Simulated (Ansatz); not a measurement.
Total energies of [Co(PH3)Cl5]2- (CoPH3Cl5²⁻) from Ansatz at PBE-D4/def2-TZVPD, gas phase (1 Eh = 27.2114 eV = 2625.5 kJ/mol). The reference geometry is relaxed at PBE0-D4/def2-SVPD.

Cartesian coordinates in Å:
```
Co 0.5164 -0.6056 -0.4770
P -0.7118 0.8302 0.6263
H -0.2018 2.1442 0.7922
H -1.0501 0.5170 1.9640
H -2.0022 1.1395 0.1128
Cl 1.8689 -2.1684 -1.4672
Cl 1.5834 1.2053 -1.4251
Cl -0.8137 -2.1518 0.6302
Cl -1.0155 -0.5570 -2.1902
Cl 1.8265 -0.3534 1.4340
```

```
            state                      geometry  energy (Eh)
charge -2 singlet                     reference  -4025.97210
charge -2 triplet  relaxed at PBE0-D4/def2-SVPD  -4025.95615
charge -2 quintet  relaxed at PBE0-D4/def2-SVPD  -4025.94786
```

A multiply charged anion in the gas phase is held together partly by the finite basis.

Problem. Which of the charge -2 states is lowest, and how far above it are the others?

Solution. The singlet. triplet: -4025.95615 − (-4025.97210) = 0.01595 Eh = 41.9 kJ/mol; quintet: -4025.94786 − (-4025.97210) = 0.02424 Eh = 63.6 kJ/mol.

At PBE-D4/def2-TZVPD the highest occupied level of the charge -2 singlet lies above zero (up to 2.31 eV). The electron is either unbound and held by the finite basis, or the level is raised by self-interaction error. At PBE-D4/def2-TZVPD the highest occupied level of the charge -2 triplet lies above zero (up to 2.10 eV). At PBE-D4/def2-TZVPD the highest occupied level of the charge -2 quintet lies above zero (up to 1.85 eV).
